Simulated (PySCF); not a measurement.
**Exercise with solution: dipole moment from atomic charges**

Ge(F)(Cl)2(OH) (Cl2FGeHO), SMILES [Ge]([F])([Cl])([Cl])[OH]. Atoms are numbered in the order given.

```xyz
6

O     -1.6112    -0.8826    -0.5840
Ge    -0.1918    -0.1327     0.1168
F     -0.2076    -0.3628     1.8307
Cl     1.5207    -1.1008    -0.6876
Cl    -0.1483     1.9835    -0.2067
H     -2.4341    -0.4336    -0.3394
```

Coordinates come from a B3LYP-D3(BJ)/def2-SVP optimisation. The structure was generated by enumeration, and PubChem lists no compound with its InChIKey, so it may never have been made. Other conformers were not sampled.

Charges (e) from ωB97X/def2-TZVP run with PySCF:

```json
[
 {"atom": "O1", "IAO": "-0.744", "ESP fit": "-0.538"},
 {"atom": "Ge2", "IAO": "1.419", "ESP fit": "0.450"},
 {"atom": "F3", "IAO": "-0.512", "ESP fit": "-0.209"},
 {"atom": "Cl4", "IAO": "-0.258", "ESP fit": "-0.038"},
 {"atom": "Cl5", "IAO": "-0.282", "ESP fit": "-0.101"},
 {"atom": "H6", "IAO": "0.379", "ESP fit": "0.437"}
]
```

The dipole moment of the full density is 1.60 D.

### Question
What dipole moment does each set of point charges give, and which comes closer to that of the density?

### Answer

μ = Σ q r, and 1 e Å = 4.8032 D.
IAO: Σ q r = (-0.240, 0.214, -0.230) e Å, |μ| = 1.90 D.
ESP fit: Σ q r = (-0.283, 0.143, -0.117) e Å, |μ| = 1.62 D.
ESP fit comes closer in size. Point charges leave out the atoms' own dipoles (lone pairs, polarised bonds); fits to the potential absorb them, partitions of the density don't.
